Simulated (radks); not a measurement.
The molybdenum anion Mo- inside a hard spherical wall (all orbitals vanish at R), configuration held at [Kr] 4d5 5s2 and not refilled when levels cross. Calculated with a radial shooting solver on a logarithmic mesh with Libxc functionals: scalar-relativistic Kohn-Sham, r2SCAN, spin-unpolarised, spherical densities, finite nucleus; meta-GGA in the generalised Kohn-Sham scheme; Fermi nuclear charge, rms radius 4.4091 fm. Eigenvalues in eV, with the zero of energy where the potential of the charges vanishes at infinity; a dash marks a level that is unbound or too diffuse for the functional's potential to be trusted. A positive occupied level is held by the wall or, in an anion where self-interaction has pushed it up, behind a barrier. The pressure on the wall is -dE/dV.

R (bohr)  E (hartree)  kinetic (hartree)    e(4s)    e(4p)   e(5s)   e(4d)  e(5p, empty)  e(6s, empty)  pressure (GPa)
15        -4049.19132           4175.097  -61.080  -34.455   0.495   1.530         2.820         3.554         0.00196
10        -4049.18477           4175.133  -60.622  -33.996   0.854   1.959         3.685         6.878           0.108
6         -4049.05212           4175.675  -57.298  -30.711   3.873   4.903         8.342        21.832            7.91
4         -4048.20864           4178.526  -48.436  -22.222  15.426  12.973        23.795        64.239             163
3.5       -4047.41217           4181.127  -43.409  -17.461  24.500  18.067        35.238        92.618             429
3         -4045.70452           4186.756  -35.561   -9.879  42.001  26.813        56.315        141.53            1320
2.5       -4041.52835           4200.369  -21.888    4.055  79.460  43.734        98.958        233.53            4940
1.5       -3987.59393           4349.832   87.306   123.95  419.70  184.60        453.33        918.62          163000
